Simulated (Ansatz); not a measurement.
Two members of one family (BP nanocrystals, H-capped) that differ in charge, which shifts all levels, computed with Ansatz in the gas phase. The two geometries come from different levels. Levels of anions in sets without diffuse functions are rough. The structures are stationary points that may keep the symmetry of their start.

First: B6P5H18⁻, cut from wurtzite (singlet, charge -1, PBE-D4/def2-SVP geometry).

Cartesian coordinates in Å:
```
B 0.626 0.887 2.172
P -0.766 -0.392 1.637
P -1.204 2.103 -0.302
B -1.939 0.366 0.213
B -0.063 -2.153 1.122
P -1.872 -0.847 -1.320
P 1.674 1.165 0.528
B 0.678 2.287 -0.764
B 2.446 -0.486 -0.197
P 1.005 -1.785 -0.492
B -0.165 -1.431 -2.048
H 0.111 1.947 2.539
H 1.317 0.345 3.034
H -1.665 -0.569 2.739
H -1.571 2.984 0.761
H -2.044 2.654 -1.328
H -3.102 0.505 0.572
H 0.662 -2.545 2.034
H -0.993 -2.921 0.858
H -2.690 -1.955 -0.943
H -2.717 -0.306 -2.349
H 2.789 1.978 0.910
H 0.959 3.479 -0.649
H 0.797 1.866 -1.910
H 3.173 -0.955 0.682
H 3.027 -0.252 -1.256
H 1.655 -3.019 -0.817
H 0.258 -0.501 -2.727
H -0.384 -2.451 -2.699
```

```tsv
level	HOMO (eV)	LUMO (eV)	gap (eV)
PBE-D4/def2-SVP	-2.33	2.29	4.61
r2SCAN-D4/def2-SVP	-2.61	2.49	5.09
PBE0-D4/def2-SVP	-3.49	3.05	6.54
```

Second: B6P6H22, cut from zinc blende, rod (singlet, charge 0, r2SCAN-D4/def2-SVP geometry).

Cartesian coordinates in Å:
```
B -1.0073 -2.5318 -2.2332
B -1.1997 2.0124 -0.9416
B -0.3162 -3.3833 0.9355
B -0.5205 1.1775 2.1728
B 0.7555 -0.4781 -0.2920
B 0.7362 4.0054 0.9131
P -0.6558 -3.9158 -0.9080
P -0.7783 0.5789 0.3261
P 0.3989 -1.1969 -2.0732
P 0.2577 3.2987 -0.8378
P 1.0475 -1.9959 0.9027
P 0.9071 2.5016 2.1391
H -2.0334 -1.9777 -1.8841
H -1.0366 -2.9947 -3.3557
H -2.1873 2.5894 -0.5229
H -1.3186 1.5924 -2.0796
H -1.3347 -2.8405 1.3263
H 0.0447 -4.3273 1.6077
H -1.5270 1.7787 2.5048
H -0.2291 0.2552 2.9129
H 1.7472 0.2283 -0.3189
H -0.2455 4.6209 1.2914
H 1.7571 4.6626 0.8660
H -1.7368 -4.8301 -0.9174
H 0.3797 -4.7751 -1.3647
H -1.8938 -0.2989 0.3331
H 0.1371 -0.1181 -2.9498
H 1.6191 -1.6738 -2.6245
H -0.0299 4.3943 -1.6894
H 1.4136 2.8014 -1.5018
H 1.2598 -1.5037 2.2118
H 2.3292 -2.5479 0.6327
H 1.0888 3.0201 3.4454
H 2.1713 1.8721 1.9734
```

Task: Estimate how these quantities change from the first to the second (second minus first).

Result: 
```tsv
level	Δ HOMO (eV)	Δ LUMO (eV)	Δ gap (eV)
PBE-D4/def2-SVP	-4.06	-3.74	0.32
r2SCAN-D4/def2-SVP	-4.07	-3.74	0.33
PBE0-D4/def2-SVP	-4.08	-3.71	0.37
```
